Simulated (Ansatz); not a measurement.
Isolated molecules relaxed with PBE0-D4/def2-TZVP in Ansatz; ΔE leaves out vibrations. CCSD(T)/CBS is the MP2 limit (def2-TZVPP, def2-QZVPP) plus CCSD(T) − MP2 in def2-TZVPP, frozen cores. Functionals use def2-TZVPP. def2 core potentials past Kr. For Br, Ga, I outer-core shells are correlated without core-valence functions, which leaves a few kJ/mol of doubt a bond. Scalar relativity is left out up to krypton.

Consider the ligand exchange at a Ga–I bond: `[Cl][Ga]([Cl])[I]` + HBr → `[Cl][Ga]([Cl])[Br]` + HI.

```json
{"level": "revPBE-D4", "ΔE (eV)": "0.07"}
{"level": "r2SCAN0", "ΔE (eV)": "0.05"}
```

(1) What does CCSD(T)/CBS give? (An estimate is asked.)

Largest T1 diagnostic among the species: 0.010.

Answers

(1) The calculation gave: +0.08 eV. The listed levels differ from it by -0.01, -0.03 eV.

At CCSD(T), def2-SVP lies −0.03 eV from the extrapolated value and def2-TZVPP −0.04 eV. Leaving LDA and LC-ωPBE aside and taking each functional with its dispersion term where it has one, the values, not all of them listed here, spread over 0.06 eV, from B97M-V to PBE-D4. In def2-TZVPP, CCSD(T) changes the Hartree–Fock value by +0.04 eV (the triples alone add +0.01 eV) and MP2 by +0.08 eV.
